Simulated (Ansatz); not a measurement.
System: C2H7Si, charge 0, multiplicity 2. It need not be the lowest isomer of its formula. 
Coordinates optimised at B3LYP-D3(BJ)/def2-TZVP (Ansatz, a program for electronic structure):
```
Si
H 1 1.4918
C 1 1.8840 2 109.96
H 3 1.0909 1 111.28 2 -57.07
H 3 1.0915 4 108.10 1 122.22
H 3 1.0948 4 107.97 5 116.50
C 1 1.8840 2 109.96 3 123.04
H 7 1.0909 1 111.28 2 57.07
H 7 1.0915 8 108.10 1 -122.22
H 7 1.0948 8 107.97 9 -116.50
```
Charge 0, spin multiplicity 2.

Basis-set convergence of Hartree-Fock and CCSD correlation energies (hartree) with Ansatz. Valence correlation only, unless marked. UHF or UKS for open shells. No spin-orbit coupling. No relativistic terms.

```json
[
 {"basis": "aug-cc-pV(D+d)Z", "functions": "141", "E(HF)": "-368.72970", "E(corr, CCSD)": "-0.44770"},
 {"basis": "aug-cc-pV(T+d)Z", "functions": "308", "E(HF)": "-368.76497", "E(corr, CCSD)": "-0.51911"},
 {"basis": "aug-cc-pV(Q+d)Z", "functions": "571", "E(HF)": "-368.77255", "E(corr, CCSD)": "-0.53884"}
]
```

Extrapolating the two largest sets (X = 3 and 4) as X^-3: E(corr) = (64·(-0.53884) - 27·(-0.51911))/37 = -0.5532 Eh, an estimate of the basis-set limit. The largest set recovers 97.4 % of it, the smallest 80.9 %.
